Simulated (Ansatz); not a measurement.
One geometry of the cluster P3Se7⁺, several levels of theory.

```yaml
crystal:
  periodic: [false, false, false]
  atoms:
    - {symbol: P, position_ang: [1.383349, -2.319010, 0.036922]}
    - {symbol: P, position_ang: [0.537730, 0.909708, -1.347918]}
    - {symbol: P, position_ang: [-1.422683, 1.065021, -0.196650]}
    - {symbol: Se, position_ang: [1.805698, 1.177394, 0.602929]}
    - {symbol: Se, position_ang: [-3.032440, 1.793451, -1.335419]}
    - {symbol: Se, position_ang: [-0.721424, 2.389248, 1.403317]}
    - {symbol: Se, position_ang: [-0.250262, -1.797563, 1.648031]}
    - {symbol: Se, position_ang: [-2.072602, -1.041256, 0.431470]}
    - {symbol: Se, position_ang: [3.024074, -0.900045, 0.654052]}
    - {symbol: Se, position_ang: [0.748560, -1.276939, -1.896745]}
basis:
  gaussian: {orbitals: def2-SVP}
total_charge: 1
magnetization: {spin_polarized: true, initial_magnetization: 2}
hamiltonian: {xc: pbe0, dispersion: d4}
scf: {omitted_lower_state_checks: [starts]}
output: {orbitals: {seedname: orbitals}}
```

The file start.molden holds the orbitals of an earlier run on this structure, at another level or in another basis.

```sh
$ ansatz run in.yaml --threads 6 --pin off --events-out ev --progress --plain --max-ram 7833MiB
```

Output, abridged:

```
Functional definition: PBE0
  name "PBE0"
  cite "Adamo & Barone, J. Chem. Phys. 110, 6158 (1999) doi:10.1063/1.478522"
  cite "Perdew, Burke & Ernzerhof, Phys. Rev. Lett. 77, 3865 (1996) doi:10.1103/PhysRevLett.77.3865"
  parent pbe
  parameter a = 0.25
  parameter kappa = 0.804
  parameter beta = 0.06672455060314922
  exchange = (1 - a)*pbe_x(kappa = kappa, mu = beta*pi^2/3) + a*exact_x
  correlation = pbe_c(beta = beta)
these checks for a lower state are left out or cut short: starts
2623 factors; integrals over basis functions are off by at most 8.8e-4 eV
mean field evaluation 1: about -485179.7551 eV, gradient 1.2e1 eV
mean field evaluation 2: about -485171.6402 eV, gradient 3.4e1 eV
mean field evaluation 4: about -485180.7806 eV, gradient 5.8e0 eV
mean field evaluation 8: about -485181.0556 eV, gradient 5.8e-1 eV
mean field evaluation 16: about -485181.1367 eV, gradient 3.4e-2 eV
mean field evaluation 32: about -485181.1372 eV, gradient 9.6e-4 eV
mean field -485181.13718015 eV, -17830.0779237840 hartree, gradient 9.7e-6 eV, S^2 2.020615; 0 other end points of the search recorded, 0 dependent functions left out
reference -485181.13721004 eV, -17830.0779248825 hartree; 142, 140 occupied and 136, 138 virtual orbitals, 2623 factors
Total energy: -485182.27904215 eV, -17830.1198864386 hartree
Checks for a lower state left out: starts
```

Hardware: 6 threads of Intel Xeon on a shared host. Wall time 2 min, peak host memory 3.2 GiB.

First input, but with `gaussian: {orbitals: def2-SVP, initial_orbitals: start.molden}`, `hamiltonian: {xc: pbe, dispersion: d4}` (abridged; 27 s):

```
Functional definition: PBE
mean field evaluation 16: about -485165.6837 eV, gradient 4.4e-6 eV
mean field -485165.68372814 eV, -17829.5100198975 hartree, gradient 4.4e-6 eV, S^2 2.005770
Total energy: -485166.97386106 eV, -17829.5574314076 hartree
Checks for a lower state left out: starts
```

Geometry: r2SCAN-D4/def2-SVP, that of the neutral doublet.

The structure comes from a short search, and lower isomers may exist.
